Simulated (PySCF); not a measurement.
**How methods differ on the excitation energy of Si**

Si [Ne] 3s2 3p2 (3P) → Si [Ne] 3s1 3p3 (5S), as a difference of total energies. Calculation: PySCF 2.14, in aug-cc-pCVTZ-DK with one added diffuse shell each of s, p, d, f type (9s8p6d4f, 91 functions); the spin-free X2C one-electron Hamiltonian (Gaussian nucleus). Correlated levels: valence and next inner shell: 1s2 frozen. The calculations carry no spin-orbit coupling.

```json
{"method": "UHF", "excitation energy (eV)": "2.669"}
{"method": "MP2 (valence and next inner shell)", "excitation energy (eV)": "3.786"}
{"method": "SCS-MP2 (valence and next inner shell)", "excitation energy (eV)": "4.214"}
{"method": "CCSD (valence and next inner shell)", "excitation energy (eV)": "3.971"}
{"method": "CCSD(T) (valence and next inner shell)", "excitation energy (eV)": "4.048"}
```

Q: How much does correlation contribute at CCSD(T) (valence and next inner shell)?

A: 4.048 − (2.669) = 1.379 eV, measured against UHF.

A first-order spin-orbit estimate (lowest level to lowest level, LS coupling) adds 0.016 eV.
